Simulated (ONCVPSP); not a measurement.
Which change was made? (Os, ONCV)

Os, optimised norm-conserving Vanderbilt (ONCV), made with ONCVPSP 4.0.1 (PBEsol, scalar-relativistic). Core [Xe], reference 4f14 5d6 6s2. Waves: 6s: rc 2.55 bohr, ncon 4, nbas 8, qcut 2.6 1/bohr, 2 projectors, debl 0.6 Ha; p scattering state at 0.16 Ha: rc 2.20 bohr, ncon 5, nbas 10, qcut 3.2 1/bohr, 1 projector; 5d: rc 1.65 bohr, ncon 4, nbas 8, qcut 5.2 1/bohr, 2 projectors, debl 2.6 Ha; 4f: rc 0.95 bohr, ncon 4, nbas 9, qcut 16.8 1/bohr, local. Local part: the f channel. Core correction: Teter function, fcfact 2.5, rcfact 1.2.

Cutoffs, loose and tight: the cutoffs (Ha) at which the residual kinetic energy of the hardest occupied pseudo-wave falls to 1 and 0.1 mHa per electron. They do not see the model core or the augmentation charge, which bear on the density cutoff. Test errors are all-electron minus pseudo excitation energies from the reference, over the configurations 4f14 5d6 6s1; 4f14 5d6 6s0; 4f14 5d5 6s0; 4f13 5d7 6s1; variants that change the core or the reference have their own tests. The largest error is taken over the tests solved by every variant that gives reliable tests at all, those not shown here included: 4f14 5d5 6s0; 4f14 5d6 6s0; 4f14 5d6 6s1.

The base gives: outcome: generated; cutoff, loose: 133 Ha; cutoff, tight: 265 Ha; bound ghosts: s, p; GHOST(+) flags above zero: d; largest test error (meV): -12.

**Question.** After one change the result is: outcome: generated; cutoff, loose: 780 Ha; cutoff, tight: 1136 Ha; bound ghosts: s, p; GHOST(+) flags above zero: s, d; largest test error (meV): -12. Which change was it?
A. f: rc 0.84
B. f: rc 1.32
C. f: rc 1.12
D. f: rc 0.68

**Answer.** D. The others give: f: rc 0.84 → outcome: generated; cutoff, loose: 344 Ha; cutoff, tight: 511 Ha; bound ghosts: s, p; GHOST(+) flags above zero: d; largest test error (meV): -12 | f: rc 1.12 → outcome: generated; cutoff, loose: 117 Ha; cutoff, tight: 127 Ha; bound ghosts: s, p; GHOST(+) flags above zero: d; largest test error (meV): -12 | f: rc 1.32 → outcome: generated; cutoff, loose: 102 Ha; cutoff, tight: 113 Ha; bound ghosts: s, p; GHOST(+) flags above zero: d; largest test error (meV): -13.
